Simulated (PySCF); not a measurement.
Ar(2+): ionisation energy

Ar(2+) [Ne] 3s2 3p4 (3P) → Ar(3+) [Ne] 3s2 3p3 (4S), as a difference of total energies. Calculation: PySCF 2.14, in aug-cc-pCVTZ-DK with one added diffuse shell each of s, p, d, f type (9s8p6d4f, 91 functions); the spin-free X2C one-electron Hamiltonian (Gaussian nucleus). Correlated levels: valence: [Ne] frozen; valence and next inner shell: 1s2 frozen; nothing frozen. The calculations carry no spin-orbit coupling.

Q: Order these methods by the ionisation energy they give, lowest first.
A. TPSSh
B. PBE
C. UHF
D. MP2 (valence)

A: C (39.388 eV), D (40.215 eV), B (40.730 eV), A (40.794 eV).

A first-order spin-orbit estimate (lowest level to lowest level, LS coupling) adds 0.063 eV.

Errors of the correlated levels include the incompleteness of this basis and the frozen core.

For comparison: 40.735 ± 0.012 eV (semi-empirical (NIST evaluation); NIST Atomic Spectra Database, ionization energies).
